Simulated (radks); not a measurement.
Problem. Valence configurations of P III (all share [Ne]). Calculated with a radial shooting solver on a logarithmic mesh with Libxc functionals: Dirac Kohn-Sham, PBE, spin-unpolarised, spherical densities, finite nucleus; open shells fill j = l - 1/2 first; Fermi nuclear charge, rms radius 3.1889 fm. Order these by energy: 3s1 3p2; 3s2 3p1; 3p3; 3s1.5 3p1.5.

Solution. From the lowest, in eV above it: 3s2 3p1 0.000; 3s1.5 3p1.5 4.821; 3s1 3p2 9.657; 3p3 19.451. NIST lists [Ne] 3s2 3p1 as the ground configuration; this level of theory agrees among the configurations tried. The energies are those of spherical spin-averaged densities, not of single terms.
